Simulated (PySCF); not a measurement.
# [Zr(F)4(H2O)] (charge 0, multiplicity 1)

Computed with PySCF with TPSSh-D3(BJ)/def2-TZVP // BP86-D3(BJ)/def2-SVP.

```yaml
HOMO: -9.97 eV
dipole_moment: 0.985 e·Å
LUMO: -1.39 eV
HOMO–LUMO gap: 8.58 eV
charge on the central atom (Mulliken): 1.79 e
total_energy: -14242.89 eV
cost: very roughly 10 core-minutes
```

```xyz
8

Zr     0.0256    -0.0920     0.0511
F     -1.6493    -0.2176     1.0115
F      0.0636     0.8247    -1.6507
F      0.2033    -1.9006    -0.5555
F      1.5867     0.1344     1.1397
O     -0.4995     2.1786     0.6139
H     -1.3741     2.2573     1.0445
H     -0.5202     2.7705    -0.1644
```
Charge 0, spin multiplicity 1.
